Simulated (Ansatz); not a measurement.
```yaml
crystal:
  periodic: [false, false, false]
  atoms:
    - {symbol: Si, position_ang: [-1.228960, 0.867606, -0.658984]}
    - {symbol: O, position_ang: [0.337420, 0.269128, -0.702629]}
    - {symbol: In, position_ang: [1.199504, -1.232861, 1.010109]}
    - {symbol: H, position_ang: [-2.084766, -0.311990, -0.425158]}
    - {symbol: H, position_ang: [-1.524012, 1.505155, -1.966560]}
    - {symbol: H, position_ang: [-1.373151, 1.866400, 0.426427]}
    - {symbol: H, position_ang: [1.033472, 0.862693, -0.994818]}
    - {symbol: H, position_ang: [1.138193, -2.709375, 0.117891]}
    - {symbol: H, position_ang: [-0.098307, -0.826470, 2.086852]}
    - {symbol: H, position_ang: [2.683607, -0.341486, 1.109970]}
basis:
  gaussian: {orbitals: def2-mTZVP}
hamiltonian: {xc: {name: PBE}, dispersion: d3bj}
scf: {lower_state_search: full}
output: {forces: true}
```

```sh
$ ansatz run in.yaml --threads 4 --pin off --events-out ev --progress --plain --max-ram 10444MiB
```

Output, abridged:

```
Functional definition: PBE
1038 factors; their error is unknown
mean field evaluation 1: about -15200.0853 eV, gradient 6.1e1 eV
mean field evaluation 2: about -15173.2343 eV, gradient 1.3e2 eV
mean field evaluation 4: about -15206.4332 eV, gradient 5.8e0 eV
mean field evaluation 8: about -15206.5091 eV, gradient 2.0e-1 eV
mean field evaluation 16: about -15206.4941 eV, gradient 8.8e-5 eV
mean field -15206.49406424 eV, -558.8283495288 hartree, gradient 1.9e-5 eV, S^2 0.000000; 0 other end points of the search recorded, 0 dependent functions left out
reference -15206.49413102 eV, -558.8283519832 hartree; 25, 25 occupied and 78, 78 virtual orbitals, 1038 factors
Total energy: -15206.67264576 eV, -558.8349122789 hartree
Atom 0 at    -1.228960     0.867606    -0.658984 Å, force    -0.417637     0.222323     0.009015 eV/Å
Atom 1 at     0.337420     0.269128    -0.702629 Å, force     0.092031    -0.656373     0.081667 eV/Å
Atom 2 at     1.199504    -1.232861     1.010109 Å, force     0.039117    -0.055858     0.076752 eV/Å
Atom 3 at    -2.084766    -0.311990    -0.425158 Å, force    -0.112591    -0.159998     0.029607 eV/Å
Atom 4 at    -1.524012     1.505155    -1.966560 Å, force    -0.057408     0.089295    -0.177463 eV/Å
Atom 5 at    -1.373151     1.866400     0.426427 Å, force    -0.051308     0.142796     0.152987 eV/Å
Atom 6 at     1.033472     0.862693    -0.994818 Å, force     0.491087     0.440686    -0.200236 eV/Å
Atom 7 at     1.138193    -2.709375     0.117891 Å, force    -0.010807    -0.182638    -0.117567 eV/Å
Atom 8 at    -0.098307    -0.826470     2.086852 Å, force    -0.158909     0.046095     0.137233 eV/Å
Atom 9 at     2.683607    -0.341486     1.109970 Å, force     0.186423     0.113672     0.008005 eV/Å
Dipole moment:    -0.196799     0.504388    -0.387640 e Å
```

It took 0.95 s on 4 threads of an Arm Neoverse V2 on a shared host, with 0.14 GiB of host memory at the peak.
